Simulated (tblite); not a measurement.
Species: C₆H₉FN (doublet state).
Z-matrix (Å and degrees, GFN2-xTB geometry), rows numbered from 1:
```
C 
C   1  1.5251
N   2  1.4360  1  109.14
C   3  1.2441  2  122.84  1  -129.12
C   4  1.5046  3  131.82  2  -173.47
C   5  1.4994  4   86.59  3   161.66
C   6  1.4821  5   94.10  4    10.94
F   7  1.3862  4  118.17  3   -41.83
H   1  1.0874  2  110.38  3    67.31
H   1  1.0865  2  110.00  3  -172.51
H   1  1.0863  2  109.78  3   -52.32
H   2  1.0983  1  110.62  3  -124.82
H   2  1.0946  1  109.27  3   115.93
H   5  1.0936  4  114.38  3   -81.88
H   5  1.0928  4  115.06  3    43.56
H   6  1.0718  5  128.29  4  -134.79
H   7  1.0998  4  113.06  3    81.93
```

The geometry is computed with GFN2-xTB (gas phase). This method treats the open shell by occupation alone, without spin polarisation.

Take the most abundant isotopes and a rigid rotor. The values belong to one conformer with, in the numbering `[CH3:1][CH2:2]/[N:3]=[C:4]1/[CH2:5][CH:6][C@H:7]1[F:8]`, C1–C2–N3–C4 -129°, N3–C4–C5–C6 162°, C4–C5–C6–C7 11°, C5–C6–C7–F8 -130°, N3–C4–C7–C6 -161°.

Task: Give the principal moments of inertia and the rotational constants in MHz.

Result: Ia = 136.92, Ib = 373.67, Ic = 476.81 u·Å²; 505379 MHz·u·Å²/I gives A = 3691, B = 1352, C = 1060 MHz.

Task: What kind of rotor is it?

Result: An asymmetric top. Ray's parameter κ = (2B − A − C)/(A − C) = -0.778; −1 is the prolate and +1 the oblate limit.

Task: What does the inertial defect say?

Result: Not planar: Δ = Ic − Ia − Ib = -33.78 u·Å². For a rigid frame Δ = −2 Σ m c², so Σ m c² = 16.89 u·Å² lies off the ab plane: 8.25 from hydrogen and 8.64 from heavier atoms. The atom farthest from that plane is 1.54 Å away.

Task: Give the other two planar moments, Paa and Pbb, and the rms extents of the mass along the axes.

Result: Paa = Σ m a² = (Ib + Ic − Ia)/2 = 356.78 and Pbb = Σ m b² = (Ia + Ic − Ib)/2 = 120.03 u·Å². With the mass M = 114.07 u, the rms extents √(P/M) along a, b and c are 1.77, 1.03, 0.38 Å.

Task: Give the coordinates in the principal-axis frame, origin at the centre of mass.

Result: The sense of each axis is arbitrary; atoms in the order of the calculation.
```json
{"atom": "C1", "mass (u)": "12.000", "a (Å)": "3.154", "b (Å)": "0.054", "c (Å)": "0.391"}
{"atom": "C2", "mass (u)": "12.000", "a (Å)": "1.882", "b (Å)": "-0.381", "c (Å)": "-0.330"}
{"atom": "N3", "mass (u)": "14.003", "a (Å)": "0.959", "b (Å)": "0.719", "c (Å)": "-0.362"}
{"atom": "C4", "mass (u)": "12.000", "a (Å)": "-0.226", "b (Å)": "0.615", "c (Å)": "0.003"}
{"atom": "C5", "mass (u)": "12.000", "a (Å)": "-1.383", "b (Å)": "1.575", "c (Å)": "-0.061"}
{"atom": "C6", "mass (u)": "12.000", "a (Å)": "-2.268", "b (Å)": "0.381", "c (Å)": "0.132"}
{"atom": "C7", "mass (u)": "12.000", "a (Å)": "-1.148", "b (Å)": "-0.527", "c (Å)": "0.475"}
{"atom": "F8", "mass (u)": "18.998", "a (Å)": "-1.080", "b (Å)": "-1.741", "c (Å)": "-0.191"}
{"atom": "H9", "mass (u)": "1.008", "a (Å)": "2.948", "b (Å)": "0.235", "c (Å)": "1.444"}
{"atom": "H10", "mass (u)": "1.008", "a (Å)": "3.911", "b (Å)": "-0.720", "c (Å)": "0.309"}
{"atom": "H11", "mass (u)": "1.008", "a (Å)": "3.531", "b (Å)": "0.972", "c (Å)": "-0.050"}
{"atom": "H12", "mass (u)": "1.008", "a (Å)": "1.460", "b (Å)": "-1.280", "c (Å)": "0.138"}
{"atom": "H13", "mass (u)": "1.008", "a (Å)": "2.121", "b (Å)": "-0.614", "c (Å)": "-1.373"}
{"atom": "H14", "mass (u)": "1.008", "a (Å)": "-1.404", "b (Å)": "2.312", "c (Å)": "0.747"}
{"atom": "H15", "mass (u)": "1.008", "a (Å)": "-1.484", "b (Å)": "2.116", "c (Å)": "-1.006"}
{"atom": "H16", "mass (u)": "1.008", "a (Å)": "-3.167", "b (Å)": "0.127", "c (Å)": "-0.394"}
{"atom": "H17", "mass (u)": "1.008", "a (Å)": "-1.021", "b (Å)": "-0.771", "c (Å)": "1.540"}
```

Task: Where do the levels up to J = 5 lie, in cm⁻¹?

Result: Above 0(0,0):
J = 1: 1(0,1) 0.0805, 1(1,1) 0.1585, 1(1,0) 0.1682
J = 2: 2(0,2) 0.2405, 2(1,2) 0.3097, 2(1,1) 0.3389, 2(2,1) 0.5729, 2(2,0) 0.5738
J = 3: 3(0,3) 0.4786, 3(1,3) 0.5359, 3(1,2) 0.5944, 3(2,2) 0.8143, 3(2,1) 0.8186, 3(3,1) 1.2293, 3(3,0) 1.2293
J = 4: 4(0,4) 0.7922, 4(1,4) 0.8367, 4(1,3) 0.9339, 4(2,3) 1.1356, 4(2,2) 1.1480, 4(3,2) 1.5527, 4(3,1) 1.5531, 4(4,1) 2.1315, 4(4,0) 2.1315
J = 5: 5(0,5) 1.1791, 5(1,5) 1.2113, 5(1,4) 1.3564, 5(2,4) 1.5360, 5(2,3) 1.5639, 5(3,3) 1.9576, 5(3,2) 1.9589, 5(4,2) 2.5358, 5(4,1) 2.5358, 5(5,1) 3.2800, 5(5,0) 3.2800
Those of J = 1 are B + C, A + C and A + B.

For this open shell read J as N, the rotation without spin; fine and hyperfine splittings come on top. Its GFN2-xTB frequencies are all real (lowest 39 cm⁻¹). No vibrational averaging or centrifugal distortion is included, and the geometry carries the error of its method.
